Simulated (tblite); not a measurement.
C5H11AsO.
Bonds: As1–C2, C2–C3, C3–C4, C4–O5, O5–C6, C6–C7, C2–C7. Hydrogens: H8, H9 on As1; H10 on C2; H11, H12 on C3; H13, H14 on C4; H15, H16 on C6; H17, H18 on C7.

Computed with GFN2-xTB (tblite), gas phase: L-BFGS steps from a force-field or distance-geometry start until the largest atomic force falls under 0.01 eV/Å.

Step 12: E = -618.8788 eV
```
atom  x, y, z in Å  |  force x, y, z in eV/Å
As1     2.6659   -0.4971   -0.1606    0.032  -0.012  -0.022
C2      0.7551   -0.0906    0.2708    0.054  -0.006   0.030
C3     -0.1291   -1.2770   -0.1040    0.001   0.020   0.003
C4     -1.6015   -0.9031    0.0583   -0.023   0.001   0.002
O5     -1.9380    0.2318   -0.7041   -0.062   0.011  -0.023
C6     -1.2020    1.3622   -0.2996   -0.009  -0.009  -0.009
C7      0.2997    1.1528   -0.4888    0.013  -0.016   0.019
H8      2.8326   -1.4209    1.0122    0.010  -0.028   0.021
H9      3.1942    0.6268    0.6838    0.022   0.032   0.015
H10     0.6648    0.0954    1.3483   -0.045   0.009  -0.010
H11     0.0513   -1.5562   -1.1480   -0.006   0.014   0.012
H12     0.1017   -2.1365    0.5327    0.005  -0.016  -0.039
H13    -2.2549   -1.7038   -0.2960    0.008  -0.006   0.006
H14    -1.8179   -0.7084    1.1219   -0.003  -0.022   0.014
H15    -1.5655    2.1891   -0.9149    0.006  -0.003   0.030
H16    -1.4140    1.5790    0.7615    0.006   0.028  -0.029
H17     0.5095    1.0294   -1.5572   -0.023  -0.009   0.018
H18     0.8392    2.0334   -0.1277    0.012   0.010  -0.037
```

Step 13: E = -618.8795 eV
```
atom  x, y, z in Å  |  force x, y, z in eV/Å
As1     2.6654   -0.4966   -0.1579    0.052  -0.016  -0.040
C2      0.7549   -0.0905    0.2717    0.047  -0.003   0.058
C3     -0.1294   -1.2760   -0.1045   -0.008   0.004  -0.009
C4     -1.6025   -0.9029    0.0578   -0.019  -0.030   0.022
O5     -1.9400    0.2323   -0.7026   -0.062   0.016  -0.034
C6     -1.2020    1.3621   -0.3004   -0.024   0.020   0.008
C7      0.2996    1.1516   -0.4890   -0.001   0.003   0.010
H8      2.8379   -1.4209    1.0135   -0.002  -0.030   0.024
H9      3.1993    0.6256    0.6855    0.010   0.036   0.016
H10     0.6625    0.0961    1.3490   -0.042   0.008  -0.008
H11     0.0514   -1.5528   -1.1488   -0.006   0.011   0.002
H12     0.1015   -2.1376    0.5293    0.003  -0.011  -0.033
H13    -2.2567   -1.7044   -0.2956    0.027   0.011   0.002
H14    -1.8179   -0.7115    1.1223   -0.005  -0.010   0.014
H15    -1.5672    2.1902   -0.9144    0.025  -0.025   0.029
H16    -1.4128    1.5816    0.7606    0.005   0.017  -0.025
H17     0.5085    1.0263   -1.5566   -0.016  -0.014  -0.009
H18     0.8388    2.0336   -0.1315    0.016   0.011  -0.026
```

Task: Estimate the geometry and energy of step 14. (The exact step hangs on the optimiser's Hessian estimate; all steps are aligned on step 13, rigid shifts and turns removed.)

Result: E = -618.8802 eV, largest force 0.073 eV/Å
```
atom  x, y, z in Å  |  force x, y, z in eV/Å
As1     2.6660   -0.4965   -0.1557    0.063  -0.015  -0.033
C2      0.7555   -0.0904    0.2733    0.020   0.002   0.057
C3     -0.1298   -1.2747   -0.1050   -0.013  -0.008  -0.016
C4     -1.6039   -0.9028    0.0576   -0.007  -0.040   0.032
O5     -1.9431    0.2331   -0.7014   -0.041   0.013  -0.019
C6     -1.2024    1.3620   -0.3011   -0.027   0.032   0.021
C7      0.2996    1.1503   -0.4891   -0.013   0.016  -0.004
H8      2.8433   -1.4216    1.0152   -0.012  -0.024   0.018
H9      3.2047    0.6251    0.6874   -0.004   0.029   0.009
H10     0.6593    0.0970    1.3498   -0.031   0.006   0.003
H11     0.0513   -1.5490   -1.1497   -0.006   0.011  -0.010
H12     0.1013   -2.1390    0.5251   -0.001  -0.005  -0.025
H13    -2.2581   -1.7050   -0.2951    0.038   0.019  -0.005
H14    -1.8182   -0.7149    1.1229   -0.007   0.005   0.011
H15    -1.5686    2.1911   -0.9134    0.037  -0.034   0.014
H16    -1.4116    1.5847    0.7592    0.000   0.004  -0.009
H17     0.5071    1.0228   -1.5560   -0.009  -0.020  -0.030
H18     0.8388    2.0340   -0.1359    0.015   0.009  -0.015
```

The energy changes by -0.0007 eV. The first-order estimate −F·Δx gives -0.0010 eV and the mean of the old and new forces, exact on a quadratic surface, -0.0007 eV. The step makes an angle of 68° with the force vector and moves no atom by more than 0.006 Å.

The cost below is that of the whole relaxation. The run took 0.41 s of wall time on one thread, Arm Neoverse N1 (aarch64), shared host with 64 logical CPUs at a one-minute load of 58.
